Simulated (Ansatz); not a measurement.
Ideal-gas functions of `[Cl][GeH2][I]` at 800 K and 1 bar, from an Ansatz frequency run at PBE0-D4/def2-TZVP.

Molar mass 236.98 g/mol, point group Cs (symmetry number 1), electronic degeneracy 1, moments of inertia 79.219, 505.95, 578.482 u Å². Harmonic wavenumbers (cm⁻¹, unscaled): 111, 258, 429, 476, 634, 752, 846, 2180, 2196.

Use S(trans) = R[1.5 ln M + 2.5 ln T − 1.1517]; rotational temperatures θ = 24.2544 K / I; S(rot) = R[ln(√π/σ · √(T³/θAθBθC)) + 1.5]; for each mode x = 1.438777 ν̃/T, S = R[x/(eˣ − 1) − ln(1 − e⁻ˣ)] and H = RT x/(eˣ − 1); 1 cm⁻¹ = 0.0119627 kJ/mol; R = 8.31446 J/(mol·K).

Q: By hand: the entropy, in J/(mol·K).

A: Translation 197.6. Rotation: θ = 0.3062, 0.0479, 0.0419 K, giving 131.3. Vibration, mode by mode: 21.73, 14.77, 10.67, 9.86, 7.66, 6.41, 5.58, 0.83, 0.81, in all 78.3. Electronic 0.0. Sum 407.2 J/(mol·K).

Q: By hand: H − E and G − E in kJ/mol, counted from the electronic energy.

A: Zero-point energy ½ × 7882 × 0.0119627 = 47.1; thermal vibration 30.4; translation, rotation and pV give 4 RT = 26.6. H − E = 104.1 kJ/mol, and G − E = 104.1 − 800 × 407.2/1000 = -221.7 kJ/mol.

Vibration gives 19 % of the entropy, 21.7 J/(mol·K) of it from the mode under 150 cm⁻¹: soft modes count most, and the harmonic formula is weakest for them.
